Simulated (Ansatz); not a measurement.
A nudged elastic band was laid between two geometries of a periodic cell of 17 atoms, LiSi16 (host Si, host structure diamond, interstitial Li), cell charge +1.

Method: DFT PBE, scalar-relativistic, plane waves, PAW in Ansatz. Settings: cutoff 420 eV, k mesh 2x2x2, gaussian smearing 0.02 eV, no spin polarisation.

```yaml
movable_images: 5
climbing_image: yes
spring: 5.0 eV/Å²
optimiser: lbfgs
start_path: IDPP
force_threshold: 0.03 eV/Å
iteration_limit: 36
end_points: relaxed
```

Initial state:

```xyz
17
Lattice="0.0000 5.4300 5.4300 5.4300 0.0000 5.4300 5.4300 5.4300 0.0000" Properties=species:S:1:pos:R:3
Si -0.008 -0.010 0.007
Si 1.359 1.356 1.334
Si 2.725 2.723 0.007
Si 4.074 4.072 1.356
Si 2.741 -0.026 2.688
Si 4.095 1.356 4.070
Si 5.422 2.723 2.704
Si 6.789 4.050 4.070
Si -0.023 2.739 2.688
Si 1.359 4.093 4.070
Si 2.725 5.420 2.704
Si 4.052 6.787 4.070
Si 2.741 2.739 5.452
Si 4.074 4.071 6.785
Si 5.407 5.404 5.452
Si 6.789 6.787 6.807
Li 6.789 6.786 4.070
```

Final state:

Only the atoms that move by more than 0.05 Å are listed.
```
Li17 8.143 8.141 2.711
```

Problem. What changes between the two ends?

Solution. Contacts lost: Si8–Li17, Si12–Li17, Si15–Li17, Si16–Li17. Contacts made: Si3–Li17, Si4–Li17, Si7–Li17, Si11–Li17. The atom that moves furthest is Li17, by 2.35 Å.

Problem. What energy profile does the band end with?

Solution. It converged. The highest image is number 3 of 0 to 6, 0.59 eV above the ends, which have the same energy within 2 meV. By the program's own check the climbing image is of a kind that is not told: the force calls were inconclusive, a negative curvature could not be distinguished from the path's own, the only one lies far off the path, or fixed occupations may fill a level only in part (lowest curvatures found: -2.15 and 0.84 eV/Å²). Limits of this set-up: charged cell in a uniform background, uncorrected.

```tsv
image	path coordinate (Å)	energy (eV)	Si8–Li17 (Å)	Si12–Li17 (Å)	Si15–Li17 (Å)
0	0.00	0.00	2.74	2.74	2.39
1	0.42	0.11	2.94	2.93	2.59
2	0.84	0.42	3.22	3.21	2.96
3	1.26	0.59	3.53	3.52	3.38
4	1.68	0.42	3.86	3.86	3.81
5	2.10	0.11	4.21	4.20	4.27
6	2.52	0.00	4.50	4.50	4.70
```

Problem. What is the geometry of the highest image?

Solution. 
```xyz
17
Lattice="0.0000 5.4300 5.4300 5.4300 0.0000 5.4300 5.4300 5.4300 0.0000" Properties=species:S:1:pos:R:3
Si -0.098 -0.098 0.096
Si 1.305 1.306 1.289
Si 2.687 2.682 -0.014
Si 3.988 3.984 1.438
Si 2.766 -0.067 2.662
Si 4.138 1.306 4.122
Si 5.440 2.682 2.739
Si 6.816 4.059 4.040
Si -0.067 2.766 2.662
Si 1.304 4.138 4.123
Si 2.687 5.435 2.739
Si 4.063 6.811 4.039
Si 2.766 2.766 5.494
Si 4.169 4.170 6.688
Si 5.515 5.510 5.341
Si 6.816 6.812 6.792
Li 7.465 7.467 3.393
```

The band took 23 iterations and roughly 13 core-minutes.

Time of the run: 13 min on 1 thread of Arm Neoverse V2 (shared host), peak memory 0.85 GiB.
